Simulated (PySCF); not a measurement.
How methods differ on the ionisation energy of Cl²⁺

Cl²⁺ [Ne] 3s2 3p3 (4S) → Cl³⁺ [Ne] 3s2 3p2 (3P), as a difference of total energies. Calculation: PySCF 2.14, in def2-QZVPPD; the non-relativistic Hamiltonian (point nucleus). Correlated levels: valence: [Ne] frozen; valence and next inner shell: 1s2 frozen. The calculations carry no spin-orbit coupling.

| method | ionisation energy (eV) |
| --- | --- |
| UHF | 38.961 |
| LDA | 39.666 |
| PBE | 39.577 |
| PBE0 | 39.660 |
| r2SCAN | 39.832 |
| r2SCANh | 39.827 |
| wB97M-V | 39.290 |
| B2PLYP | 39.498 |
| MN15 | 39.723 |
| MP2 (valence) | 39.662 |
| SCS-MP2 (valence) | 39.459 |
| MP2 (valence and next inner shell) | 39.690 |
| SCS-MP2 (valence and next inner shell) | 39.483 |

**Question.** How much does correlation contribute at MP2 (valence and next inner shell)?

**Answer.** 39.690 − (38.961) = 0.729 eV, measured against UHF.

A first-order spin-orbit estimate (lowest level to lowest level, LS coupling) adds -0.100 eV.

Errors of the correlated levels include the incompleteness of this basis and the frozen core.

For comparison: 39.8 ± 0.11 eV (semi-empirical (NIST evaluation); NIST Atomic Spectra Database, ionization energies).
